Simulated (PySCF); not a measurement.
## Computed vibrations of [Yb(H2O)4]3+

[Yb(H2O)4]3+ (singlet in the valence; each metal's 4f electrons, 13 of them, lie in its core potential, out of spins and levels). PySCF 2.14.0, RKS PBE0, Yb lcecp-1-SVP with ECP59, O def2-SVP, H def2-SVP; non-relativistic Hamiltonian with scalar-relativistic core potentials where named; density fitting; no spin-orbit coupling. Central differences of gradients.

```xyz
13

Yb    0.0000    0.0000    0.0000
O     1.2745    1.2888    1.2888
H     1.6442    1.0877    2.1793
H     1.6442    2.1793    1.0877
O    -1.2745   -1.2888    1.2888
H    -1.6442   -1.0877    2.1793
H    -1.6442   -2.1793    1.0877
O     1.2745   -1.2888   -1.2888
H     1.6442   -2.1793   -1.0877
H     1.6442   -1.0877   -2.1793
O    -1.2745    1.2888   -1.2888
H    -1.6442    2.1793   -1.0877
H    -1.6442    1.0877   -2.1793
```

Run from Python with OMP_NUM_THREADS=2. Where DIIS fails, smearing, a level shift and second-order steps follow.
It took 100 s on 2 threads of AMD EPYC 7R43 64-Core Processor (Zen 3), with other jobs on the host.

What are the harmonic wavenumbers and infrared intensities?

Modes are labelled in D2d; negative numbers are unstable modes, those under 60 cm⁻¹ near the noise; a finer grid moves soft modes by up to 10 cm⁻¹.
| cm⁻¹ | km/mol | symmetry |
| --- | --- | --- |
| -147 | – | a2 |
| -37 | – | e |
| -37 | – | e |
| 10 | 0.0 | b1 |
| 55 | 9.4 | b2 |
| 63 | 0.0 | a1 |
| 79 | 0.0 | b1 |
| 94 | 6.9 | e |
| 94 | 6.9 | e |
| 402 | 9.0 | e |
| 402 | 9.0 | e |
| 402 | 0.0 | a1 |
| 407 | 6.6 | b2 |
| 601 | 0.0 | a2 |
| 620 | 3.5 | e |
| 620 | 3.5 | e |
| 638 | 0.0 | b1 |
| 654 | 438.3 | e |
| 654 | 438.3 | e |
| 656 | 0.0 | a1 |
| 666 | 921.7 | b2 |
| 1674 | 217.0 | b2 |
| 1674 | 189.0 | e |
| 1674 | 189.0 | e |
| 1681 | 0.0 | a1 |
| 3611 | 600.3 | e |
| 3611 | 600.3 | e |
| 3611 | 692.7 | b2 |
| 3632 | 0.0 | a1 |
| 3646 | 0.0 | a2 |
| 3650 | 0.0 | b1 |
| 3650 | 849.5 | e |
| 3650 | 849.5 | e |

Is this a minimum?

No: 3 unstable; the lowest moves the atoms so:
```
Yb   0.00  0.00  0.00
O    0.00  0.01 -0.01
H    0.29 -0.13 -0.16
H   -0.29  0.16  0.13
O    0.00  0.01  0.01
H    0.29 -0.13  0.16
H   -0.29  0.16 -0.13
O    0.00 -0.01  0.01
H   -0.29 -0.16 -0.13
H    0.29  0.13  0.16
O    0.00 -0.01 -0.01
H   -0.29 -0.16  0.13
H    0.29  0.13 -0.16
```

An lcecp potential fixes the number of 4f electrons, so in runs with it no electron can move into or out of that shell.
